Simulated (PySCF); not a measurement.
H9N3Si3.
Numbering: `[NH:1]1[SiH2:2][NH:3][SiH2:4][NH:5][SiH2:6]1` (hydrogens: H7 on N1; H8, H9 on Si2; H10 on N3; H11, H12 on Si4; H13 on N5; H14, H15 on Si6)

The same species was optimised twice, with GFN2-xTB and with PBE0-D3(BJ)/def2-SVP (PySCF), and the same property calculations (PySCF, gas phase) were run on both structures.

```json
{"coordinate": "N1–Si2 (Å)", "GFN2-xTB": "1.726", "PBE0-D3(BJ)/def2-SVP": "1.747", "change": "+0.021"}
{"coordinate": "Si2–N3 (Å)", "GFN2-xTB": "1.726", "PBE0-D3(BJ)/def2-SVP": "1.746", "change": "+0.020"}
{"coordinate": "N5–Si6 (Å)", "GFN2-xTB": "1.726", "PBE0-D3(BJ)/def2-SVP": "1.746", "change": "+0.020"}
{"coordinate": "Si4–N5 (Å)", "GFN2-xTB": "1.726", "PBE0-D3(BJ)/def2-SVP": "1.746", "change": "+0.020"}
{"coordinate": "N3–Si4 (Å)", "GFN2-xTB": "1.725", "PBE0-D3(BJ)/def2-SVP": "1.735", "change": "+0.010"}
{"coordinate": "N1–Si6 (Å)", "GFN2-xTB": "1.725", "PBE0-D3(BJ)/def2-SVP": "1.735", "change": "+0.010"}
{"coordinate": "Si2–N3–Si4 (°)", "GFN2-xTB": "129.5", "PBE0-D3(BJ)/def2-SVP": "120.1", "change": "-9.4"}
{"coordinate": "Si2–N1–Si6 (°)", "GFN2-xTB": "129.0", "PBE0-D3(BJ)/def2-SVP": "119.9", "change": "-9.1"}
{"coordinate": "N1–Si2–N3 (°)", "GFN2-xTB": "106.8", "PBE0-D3(BJ)/def2-SVP": "110.7", "change": "+3.9"}
{"coordinate": "N1–Si6–N5 (°)", "GFN2-xTB": "107.0", "PBE0-D3(BJ)/def2-SVP": "104.5", "change": "-2.5"}
{"coordinate": "N3–Si4–N5 (°)", "GFN2-xTB": "107.1", "PBE0-D3(BJ)/def2-SVP": "104.6", "change": "-2.5"}
{"coordinate": "Si4–N5–Si6 (°)", "GFN2-xTB": "129.2", "PBE0-D3(BJ)/def2-SVP": "129.2", "change": "0.0"}
```

Rotational constants: A = 2193, B = 2170, C = 1152 MHz (GFN2-xTB) against A = 2344, B = 2050, C = 1197 MHz (PBE0-D3(BJ)/def2-SVP). Atoms that the bonding makes alike are paired by their places after alignment.

On the GFN2-xTB structure: lowest singlet, TDDFT (eV) 5.99 [B3LYP/def2-SVPD]; isotropic polarisability (au) 93.6 [B3LYP/def2-SVPD]; HOMO (eV) -6.91 [B3LYP/def2-SVPD]; LUMO (eV) 0.02 [B3LYP/def2-SVPD]; dipole (D) 0.03 [B3LYP/def2-SVPD]; HOMO (eV) -7.09 [PBE0/pcSseg-1]; LUMO (eV) 0.70 [PBE0/pcSseg-1]; dipole (D) 0.02 [PBE0/pcSseg-1]; GIAO shielding of N1/N3/N5 (mean) (ppm) 254.6 [PBE0/pcSseg-1]; GIAO shielding of Si2/Si4/Si6 (mean) (ppm) 385.7 [PBE0/pcSseg-1].

Question: What do these properties become on the PBE0-D3(BJ)/def2-SVP structure?

Answer: 
| property | level | on GFN2-xTB | on PBE0-D3(BJ)/def2-SVP | change |
| --- | --- | --- | --- | --- |
| lowest singlet, TDDFT (eV) | B3LYP/def2-SVPD | 5.99 | 6.05 | +0.06 |
| isotropic polarisability (au) | B3LYP/def2-SVPD | 93.6 | 96.4 | +2.8 |
| HOMO (eV) | B3LYP/def2-SVPD | -6.91 | -7.00 | -0.09 |
| LUMO (eV) | B3LYP/def2-SVPD | 0.02 | -0.05 | -0.07 |
| dipole (D) | B3LYP/def2-SVPD | 0.03 | 0.73 | +0.70 |
| energy, GFN2-xTB geometry as zero (kcal/mol) | B3LYP/def2-SVPD | 0.0 | -3.4 | -3.4 |
| HOMO (eV) | PBE0/pcSseg-1 | -7.09 | -7.19 | -0.10 |
| LUMO (eV) | PBE0/pcSseg-1 | 0.70 | 0.58 | -0.12 |
| dipole (D) | PBE0/pcSseg-1 | 0.02 | 0.80 | +0.78 |
| energy, GFN2-xTB geometry as zero (kcal/mol) | PBE0/pcSseg-1 | 0.0 | -4.7 | -4.7 |
| GIAO shielding of N1/N3/N5 (mean) (ppm) | PBE0/pcSseg-1 | 254.6 | 227.9 | -26.7 |
| GIAO shielding of Si2/Si4/Si6 (mean) (ppm) | PBE0/pcSseg-1 | 385.7 | 386.9 | +1.2 |

The heavy atoms differ by 0.141 Å rms after alignment (one structure mirrored). Among bonds between heavy atoms N1–Si2, Si2–N3, Si4–N5 and N5–Si6 change most and about equally (+0.020 to +0.021 Å). Changes are differences of the printed values. Neither structure is proved a minimum here.
